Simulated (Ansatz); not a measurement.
One change: `BC(=[Se])[SiH2]S` becomes `BC(N)=[Se]`.

Ansatz, PBE0-D4/def2-TZVP geometries, multiplicity 1. Each molecule was computed in one conformer, which needn't be the lowest.

Scalar relativity is left out up to krypton.

```
                                                                                  property  `BC(=[Se])[SiH2]S`
                                                       LUMO energy (B3LYP/def2-TZVPP) / eV               -3.53
ideal-gas entropy at 298 K and 1 bar (rigid rotor, harmonic PBE0-D4/def2-TZVP) / J/(mol·K)                 386
                                            size of the dipole moment (PBE/def2-TZVPP) / D                1.66
                                                        LUMO energy (PBE0/def2-TZVPP) / eV               -3.40
                                            zero-point energy (PBE0-D4/def2-TZVP) / kJ/mol               141.4
                                                     HOMO–LUMO gap (B3LYP/def2-TZVPP) / eV                3.34
```

(1) What does the change do to each property? (Estimate.)

Answers

(1) Ansatz gave: 
```
                                                                                  property  `BC(N)=[Se]`  shift
                                                       LUMO energy (B3LYP/def2-TZVPP) / eV         -1.50   2.03
ideal-gas entropy at 298 K and 1 bar (rigid rotor, harmonic PBE0-D4/def2-TZVP) / J/(mol·K)           303    -83
                                            size of the dipole moment (PBE/def2-TZVPP) / D          4.43   2.77
                                                        LUMO energy (PBE0/def2-TZVPP) / eV         -1.31   2.09
                                            zero-point energy (PBE0-D4/def2-TZVP) / kJ/mol         144.1    2.7
                                                     HOMO–LUMO gap (B3LYP/def2-TZVPP) / eV          5.01   1.67
```

With PBE0 the HOMO rises by 0.40 eV and the LUMO rises by 2.09 eV, so the gap widens by about 1.69 eV. PBE moves the HOMO by 0.37 eV and ωB97M-V by 0.43 eV. The zero-point energy changes by 2.7 kJ/mol with -6 modes. Dipoles are sizes alone; their direction can turn. Modes under 60 cm⁻¹, often nearly free rotors, make the harmonic entropy too high.

B3LYP here is the variant with VWN-RPA as its local correlation; programs differ in this.

Spin–orbit coupling is left out; it splits and shifts lone-pair levels of the heavy atoms by tenths of an eV.
